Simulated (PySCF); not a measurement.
C2H6BeS. Atoms are numbered in the order given.

```xyz
10

Be     0.0703    -0.0091     0.3216
C      0.7681    -1.3826    -0.3479
C      0.6909    -1.5366    -1.8711
H      0.3153    -2.2674     0.1424
H      1.8274    -1.4098    -0.0222
H      1.1768    -0.6965    -2.3929
H     -0.3514    -1.5701    -2.2273
H      1.1798    -2.4597    -2.2246
S     -0.7028     1.5593     1.1015
H     -1.9379     1.0053     1.1273
```

Geometry: PBE0-D3(BJ)/def2-SVP. Other conformers were not sampled.

These are PBE0-D3(BJ)/def2-SVP (PySCF 2.14.0) values and carry that method's errors.

Frequencies are harmonic and unscaled.

Computed normal modes with their intensities:
```json
[
 {"mode": "1", "ν (cm⁻¹)": "57", "IR (km/mol)": "18.5", "Raman (Å⁴/amu)": "1.3", "depolarisation": "0.75", "moving atoms (share of kinetic energy)": "H 94 %"},
 {"mode": "2", "ν (cm⁻¹)": "104", "IR (km/mol)": "1.5", "Raman (Å⁴/amu)": "0.8", "depolarisation": "0.71", "moving atoms (share of kinetic energy)": "C 40 %, H 22 %, Be 21 %, S 17 %"},
 {"mode": "3", "ν (cm⁻¹)": "150", "IR (km/mol)": "4.8", "Raman (Å⁴/amu)": "0.1", "depolarisation": "0.48", "moving atoms (share of kinetic energy)": "H 64 %, Be 29 %"},
 {"mode": "4", "ν (cm⁻¹)": "265", "IR (km/mol)": "12.7", "Raman (Å⁴/amu)": "0.3", "depolarisation": "0.49", "moving atoms (share of kinetic energy)": "H 60 %, Be 33 %"},
 {"mode": "5", "ν (cm⁻¹)": "359", "IR (km/mol)": "17.1", "Raman (Å⁴/amu)": "5.6", "depolarisation": "0.23", "moving atoms (share of kinetic energy)": "Be 47 %, C 23 %, S 21 %, H 9 %"},
 {"mode": "6", "ν (cm⁻¹)": "458", "IR (km/mol)": "15.8", "Raman (Å⁴/amu)": "8.3", "depolarisation": "0.21", "moving atoms (share of kinetic energy)": "C 40 %, Be 22 %, H 20 %, S 18 %"},
 {"mode": "7", "ν (cm⁻¹)": "544", "IR (km/mol)": "35.8", "Raman (Å⁴/amu)": "0.7", "depolarisation": "0.35", "moving atoms (share of kinetic energy)": "H 82 %, C 13 %"},
 {"mode": "8", "ν (cm⁻¹)": "667", "IR (km/mol)": "25.0", "Raman (Å⁴/amu)": "4.8", "depolarisation": "0.67", "moving atoms (share of kinetic energy)": "H 68 %, Be 20 %, C 9 %"},
 {"mode": "9", "ν (cm⁻¹)": "923", "IR (km/mol)": "4.7", "Raman (Å⁴/amu)": "0.5", "depolarisation": "0.72", "moving atoms (share of kinetic energy)": "H 90 %"},
 {"mode": "10", "ν (cm⁻¹)": "955", "IR (km/mol)": "14.8", "Raman (Å⁴/amu)": "0.9", "depolarisation": "0.11", "moving atoms (share of kinetic energy)": "H 86 %, C 13 %"},
 {"mode": "11", "ν (cm⁻¹)": "1002", "IR (km/mol)": "38.3", "Raman (Å⁴/amu)": "5.8", "depolarisation": "0.45", "moving atoms (share of kinetic energy)": "C 50 %, Be 32 %, H 15 %"},
 {"mode": "12", "ν (cm⁻¹)": "1084", "IR (km/mol)": "107.5", "Raman (Å⁴/amu)": "3.3", "depolarisation": "0.28", "moving atoms (share of kinetic energy)": "Be 36 %, H 36 %, C 26 %"},
 {"mode": "13", "ν (cm⁻¹)": "1239", "IR (km/mol)": "3.5", "Raman (Å⁴/amu)": "2.1", "depolarisation": "0.75", "moving atoms (share of kinetic energy)": "H 77 %, C 22 %"},
 {"mode": "14", "ν (cm⁻¹)": "1259", "IR (km/mol)": "61.3", "Raman (Å⁴/amu)": "1.4", "depolarisation": "0.11", "moving atoms (share of kinetic energy)": "C 45 %, H 40 %, Be 14 %"},
 {"mode": "15", "ν (cm⁻¹)": "1391", "IR (km/mol)": "6.3", "Raman (Å⁴/amu)": "3.9", "depolarisation": "0.75", "moving atoms (share of kinetic energy)": "H 84 %, C 16 %"},
 {"mode": "16", "ν (cm⁻¹)": "1412", "IR (km/mol)": "3.6", "Raman (Å⁴/amu)": "12.2", "depolarisation": "0.73", "moving atoms (share of kinetic energy)": "H 89 %, C 11 %"},
 {"mode": "17", "ν (cm⁻¹)": "1472", "IR (km/mol)": "5.8", "Raman (Å⁴/amu)": "14.6", "depolarisation": "0.74", "moving atoms (share of kinetic energy)": "H 96 %"},
 {"mode": "18", "ν (cm⁻¹)": "1484", "IR (km/mol)": "6.2", "Raman (Å⁴/amu)": "19.2", "depolarisation": "0.75", "moving atoms (share of kinetic energy)": "H 97 %"},
 {"mode": "19", "ν (cm⁻¹)": "2699", "IR (km/mol)": "0.8", "Raman (Å⁴/amu)": "126.9", "depolarisation": "0.28", "moving atoms (share of kinetic energy)": "H 97 %"},
 {"mode": "20", "ν (cm⁻¹)": "3015", "IR (km/mol)": "17.0", "Raman (Å⁴/amu)": "107.1", "depolarisation": "0.14", "moving atoms (share of kinetic energy)": "H 95 %"},
 {"mode": "21", "ν (cm⁻¹)": "3041", "IR (km/mol)": "40.3", "Raman (Å⁴/amu)": "157.2", "depolarisation": "0.01", "moving atoms (share of kinetic energy)": "H 97 %"},
 {"mode": "22", "ν (cm⁻¹)": "3060", "IR (km/mol)": "8.0", "Raman (Å⁴/amu)": "111.0", "depolarisation": "0.75", "moving atoms (share of kinetic energy)": "H 91 %, C 9 %"},
 {"mode": "23", "ν (cm⁻¹)": "3123", "IR (km/mol)": "25.1", "Raman (Å⁴/amu)": "107.4", "depolarisation": "0.71", "moving atoms (share of kinetic energy)": "H 91 %, C 9 %"},
 {"mode": "24", "ν (cm⁻¹)": "3134", "IR (km/mol)": "24.3", "Raman (Å⁴/amu)": "48.4", "depolarisation": "0.75", "moving atoms (share of kinetic energy)": "H 91 %, C 9 %"}
]
```
